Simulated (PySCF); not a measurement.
# Spin states of Sb2

Unrestricted PBE0; basis Sb cc-pVTZ-PP with ECP28; scalar-relativistic core potentials; PySCF 2.14. Outer shells of the fragments: Sb 4d10 5s2 5p3; Sb 4d10 5s2 5p3.

Followed along the bond (rough minima from three points):

| 2Ms+1 | unpaired | ⟨S²⟩ at the start | R at minimum (Å) | Te (eV) |
| --- | --- | --- | --- | --- |
| 1 | none | 0.00 | 2.47 | 0.00 |
| 3 | π ↑↑ | 2.18 | 2.68 | 1.25 |
| 3 | π ↑↑ | 2.01 | 2.66 | 1.76 |
| 1 | π ↑↓ | 1.01 | 2.66 | 1.89 |
| 5 | π ↑↑↑↑ | 6.01 | none in the scan | ≤ 1.67 |

Solutions found at the starting distance of 2.730 Å, counted from the lowest of them; the search is not exhaustive and high or unbound solutions are not listed, so other states can lie among these:

```csv
2Ms+1,unpaired,term,E (eV),⟨S²⟩,⟨Lz²⟩
1,none,¹Σ⁺,0.00,0.00,0.00
3,π ↑↑,mixed,0.77,2.18,2.02
3,π ↑↑,mixed,1.29,2.01,2.01
5,π ↑↑↑↑,⁵Σ⁺,1.34,6.01,0.00
1,π ↑↓,mixed,1.42,1.01,2.02
1,π ↑↑↓↓,mixed,1.96,2.02,4.05
3,"σ ↑, π ↑",³Π,1.97,2.01,1.01
1,"σ ↓, π ↑",mixed,2.14,1.01,1.01
5,"σ ↑, π ↑↑↑",⁵Π,2.42,6.01,1.01
3,"σ ↑, π ↑↑↓",mixed,2.92,3.02,3.03
```

A term symbol is given only where ⟨S²⟩ and ⟨Lz²⟩ are close to those of a pure state; real π, δ and φ orbitals otherwise mix terms, and g/u labels are left off.

Problem. Compare the gap between the two lowest followed solutions at the starting distance with the gap between their minima.

Solution. At PBE0 the second solution (triplet, unpaired electrons π ↑↑) lies +0.77 eV from the first (singlet, closed shell) at 2.730 Å and +1.25 eV at the minima; the two curves relax by different amounts, since their minima lie near 2.68 and 2.47 Å.

Spin–orbit coupling is left out.
